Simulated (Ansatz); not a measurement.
C3H6Si, SMILES `C=C=C[SiH3]` (charge 0, multiplicity 1).

Method: frozen-core CCSD(T)/6-31g // B3LYP-D3(BJ)/def2-TZVP (Ansatz, an electronic-structure program).

Ansatz 0.2 input:
```yaml
crystal:
  periodic: [false, false, false]
  atoms:
    - { symbol: C, position_ang: [2.152838, 0.355837, 0.488279] }
    - { symbol: C, position_ang: [1.032975, -0.056657, -0.029905] }
    - { symbol: C, position_ang: [-0.108188, -0.450772, -0.516166] }
    - { symbol: Si, position_ang: [-1.730148, -0.048717, 0.312061] }
    - { symbol: H, position_ang: [2.579334, 1.313371, 0.213785] }
    - { symbol: H, position_ang: [2.696154, -0.248911, 1.20466] }
    - { symbol: H, position_ang: [-0.108145, -1.033499, -1.435389] }
    - { symbol: H, position_ang: [-1.469848, 0.747424, 1.530555] }
    - { symbol: H, position_ang: [-2.600578, 0.718787, -0.611555] }
    - { symbol: H, position_ang: [-2.444434, -1.297534, 0.672696] }
basis:
  gaussian: { orbitals: "6-31g" }
correlation:
  method: ccsd_t
```

Output:

```
Functional definition: HF
713 factors; integrals over basis functions are off by at most 2.5e-4 eV
mean field evaluation 1: about -11042.2991 eV, gradient 2.1e1 eV
mean field evaluation 2: about -11042.3072 eV, gradient 2.1e1 eV
mean field evaluation 4: about -11043.8794 eV, gradient 1.9e0 eV
mean field evaluation 8: about -11043.8951 eV, gradient 9.3e-3 eV
mean field evaluation 16: about -11043.8870 eV, gradient 3.7e-1 eV
mean field -11043.89512559 eV, -405.8556600446 hartree, gradient 2.2e-6 eV, S^2 0.000000; 0 other end points of the search recorded, 0 dependent functions left out
8 core orbitals not correlated
reference -11043.89512559 eV, -405.8556600446 hartree; 11, 11 occupied and 33, 33 virtual orbitals, 713 factors
second order -8.59455243 eV of doubles, -0.00000000 eV of singles
cycle   1  -9.27844694 eV  change   -6.8e-1 eV  update   9.2e-2
cycle   2  -9.73106107 eV  change   -4.5e-1 eV  update   3.6e-2
cycle   3  -9.83810160 eV  change   -1.1e-1 eV  update   1.5e-2
cycle   4  -9.84605472 eV  change   -8.0e-3 eV  update   5.2e-3
cycle   5  -9.84833768 eV  change   -2.3e-3 eV  update   1.7e-3
cycle   6  -9.84853528 eV  change   -2.0e-4 eV  update   5.1e-4
cycle   7  -9.84863607 eV  change   -1.0e-4 eV  update   1.6e-4
cycle   8  -9.84871086 eV  change   -7.5e-5 eV  update   5.1e-5
cycle   9  -9.84870869 eV  change    2.2e-6 eV  update   1.3e-5
perturbative correction -0.30440847 eV, -0.0111868051 hartree
Total energy: -11054.04824276 eV, -406.2287802184 hartree
```
